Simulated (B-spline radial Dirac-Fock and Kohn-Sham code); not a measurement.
**M5 edges in EELS at 100 kV and 5 mrad, Ge to Pr**

Calculated with an atomic code on a B-spline grid, using the first Born approximation with generalised oscillator strengths from a Dirac-Hartree-Slater potential (longitudinal and transverse terms; continuum final states only, so no white lines or fine structure). Partial cross sections in barn for windows above the edge. Edges are tabulated values, any marked * orbital energies of the model.

```csv
Z,element,edge (eV),Δ = 50 eV,Δ = 100 eV,Δ = 200 eV
32,Ge,37.15*,89900,158000,201000
34,Se,63.00*,37600,80100,114000
35,Br,69.00,26300,61000,91900
40,Zr,178.8,7940,19000,31100
41,Nb,202.3,5680,14900,25400
42,Mo,227.9,4490,12100,21100
44,Ru,280.0,2810,8250,14700
46,Pd,335.2,1400,5330,10200
50,Sn,484.9,1540,3500,5770
51,Sb,528.2,1610,3200,5050
55,Cs,726.6,1320,1920,2710
57,La,836.0,403,771,1280
59,Pr,928.8,297,573,960
```
